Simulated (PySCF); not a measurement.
UHF on Ge⁺ (germanium, charge +1)

Configuration: [Ar] 3d10 4s2 5s1, 2S determinant (an excited configuration). Computed with PySCF 2.14 in aug-cc-pVTZ-PP with ECP10MDF, with scalar relativity through the core potential.

| Item | Value |
| --- | --- |
| Total energy | -292.807964 hartree |
| One-electron energy | -511.7610 hartree |
| Hartree (Coulomb) energy | 242.2630 hartree |
| Exchange energy | -23.3100 hartree |
| ⟨S²⟩ | 0.7501 |
| ⟨L²⟩ | 0.000 |
| Sum of ⟨r⟩ | 21.78 bohr |
| Sum of ⟨r²⟩ | 52.18 bohr² |

```
shell  electrons  mean orbital energy (eV)  rms radius, mean of both spins (bohr)
 3s α          1                   -214.10                                  0.670
 3s β          1                   -214.02                                  0.670
 3p α          3                   -157.24                                  0.702
 3p β          3                   -157.20                                  0.702
 3d α          5                   -57.672                                  0.805
 3d β          5                   -57.641                                  0.805
 4s α          1                   -27.097                                   2.14
 4s β          1                   -26.761                                   2.14
 5s α          1                    -7.830                                   5.72
```

Energies and moments cover only the electrons outside the core potential. The outer electron is Rydberg-like, and this basis confines it to a smaller radius and binds it less than a complete one would.
